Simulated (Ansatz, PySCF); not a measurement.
Potential energy curve for SMILES [Li][CH3] (CH3Li). The C1–Li5 bond (C1 also carries H, H, H; Li5 carries nothing else) is stretched with both fragments frozen at the PBE0/def2-TZVP optimised geometry.

Methods: UHF/cc-pVTZ (Ansatz, a quantum-chemistry and plane-wave program); RHF/cc-pVTZ (Ansatz); UKS-B3LYP = unrestricted B3LYP/cc-pVTZ (Ansatz); RKS-B3LYP = Ansatz with restricted B3LYP/cc-pVTZ; UKS-PBE = unrestricted PBE/cc-pVTZ run with Ansatz; RKS-PBE = restricted PBE/cc-pVTZ (Ansatz); UKS-B3LYP/6-31G* = unrestricted B3LYP/6-31G*, spherical d (PySCF); RKS-B3LYP/6-31G* = restricted B3LYP/6-31G*, spherical d in PySCF; UKS-M06-2X/6-31G* = PySCF with unrestricted M06-2X/6-31G*, spherical d; RKS-M06-2X/6-31G* = restricted M06-2X/6-31G*, spherical d run with PySCF.

Scanned distances (Å): 1.46, 1.56, 1.67, 1.79, 1.85, 1.90, 1.96, 2.04, 2.08, 2.17, 2.29, 2.42, 2.65, 2.94, 3.29, 3.56, 3.96, 4.39, 4.77, 5.40, 5.86, 6.90.

Question: Where does the unrestricted solution first break spin symmetry (<S²> of 0.01 or more)?

Answer: UHF: between 2.42 and 2.65 Å; UKS-B3LYP: between 2.94 and 3.29 Å; UKS-PBE: between 2.94 and 3.29 Å; UKS-B3LYP/6-31G*: between 2.94 and 3.29 Å; UKS-M06-2X/6-31G*: between 2.94 and 3.29 Å.

| R / Å | <S²> UHF | E(RHF) − E(UHF) / kcal/mol | <S²> UKS-B3LYP | E(RKS-B3LYP) − E(UKS-B3LYP) / kcal/mol | <S²> UKS-PBE | E(RKS-PBE) − E(UKS-PBE) / kcal/mol | <S²> UKS-B3LYP/6-31G* | E(RKS-B3LYP/6-31G*) − E(UKS-B3LYP/6-31G*) / kcal/mol | <S²> UKS-M06-2X/6-31G* | E(RKS-M06-2X/6-31G*) − E(UKS-M06-2X/6-31G*) / kcal/mol |
|---|---|---|---|---|---|---|---|---|---|---|
| 1.46 | 0.00 | 0.0 | 0.00 | 0.0 | 0.00 | 0.0 | 0.00 | 0.0 | 0.00 | 0.0 |
| 1.56 | 0.00 | 0.0 | 0.00 | 0.0 | 0.00 | 0.0 | 0.00 | 0.0 | 0.00 | 0.0 |
| 1.67 | 0.00 | 0.0 | 0.00 | 0.0 | 0.00 | 0.0 | 0.00 | 0.0 | 0.00 | 0.0 |
| 1.79 | 0.00 | 0.0 | 0.00 | 0.0 | 0.00 | 0.0 | 0.00 | 0.0 | 0.00 | 0.0 |
| 1.85 | 0.00 | 0.0 | 0.00 | 0.0 | 0.00 | 0.0 | 0.00 | 0.0 | 0.00 | 0.0 |
| 1.90 | 0.00 | 0.0 | 0.00 | 0.0 | 0.00 | 0.0 | 0.00 | 0.0 | 0.00 | 0.0 |
| 1.96 | 0.00 | 0.0 | 0.00 | 0.0 | 0.00 | 0.0 | 0.00 | 0.0 | 0.00 | 0.0 |
| 2.04 | 0.00 | 0.0 | 0.00 | 0.0 | 0.00 | 0.0 | 0.00 | 0.0 | 0.00 | 0.0 |
| 2.08 | 0.00 | 0.0 | 0.00 | 0.0 | 0.00 | 0.0 | 0.00 | 0.0 | 0.00 | 0.0 |
| 2.17 | 0.00 | 0.0 | 0.00 | 0.0 | 0.00 | 0.0 | 0.00 | 0.0 | 0.00 | 0.0 |
| 2.29 | 0.00 | 0.0 | 0.00 | 0.0 | 0.00 | 0.0 | 0.00 | 0.0 | 0.00 | 0.0 |
| 2.42 | 0.00 | 0.0 | 0.00 | 0.0 | 0.00 | 0.0 | 0.00 | 0.0 | 0.00 | 0.0 |
| 2.65 | 0.43 | 1.0 | 0.00 | 0.0 | 0.00 | 0.0 | 0.00 | 0.0 | 0.00 | 0.0 |
| 2.94 | 0.76 | 8.2 | 0.00 | 0.0 | 0.00 | 0.0 | 0.00 | 0.0 | 0.00 | 0.0 |
| 3.29 | 0.89 | 18.8 | 0.28 | 0.7 | 0.20 | 0.4 | 0.37 | 1.3 | 0.12 | 0.2 |
| 3.56 | 0.94 | 26.9 | 0.47 | 2.5 | 0.37 | 1.4 | 0.54 | 3.5 | 0.33 | 1.5 |
| 3.96 | 0.97 | 37.9 | 0.66 | 6.0 | 0.57 | 3.6 | 0.72 | 7.5 | 0.87 | 8.4 |
| 4.39 | 0.99 | 48.1 | 0.79 | 9.9 | 0.70 | 6.2 | 0.84 | 12.0 | 0.95 | 16.0 |
| 4.77 | 1.00 | 55.7 | 0.86 | 13.0 | 0.78 | 8.3 | 0.91 | 15.7 | 0.97 | 21.8 |
| 5.40 | 1.01 | 66.1 | 0.93 | 17.2 | 0.86 | 11.1 | 0.97 | 20.8 | 0.99 | 29.5 |
| 5.86 | 1.01 | 72.1 | 0.96 | 19.6 | 0.89 | 12.7 | 0.99 | 23.6 | 1.00 | 33.9 |
| 6.90 | 1.01 | 82.0 | 1.00 | 23.3 | 0.93 | 14.8 | 1.00 | 27.8 | 1.00 | 40.3 |
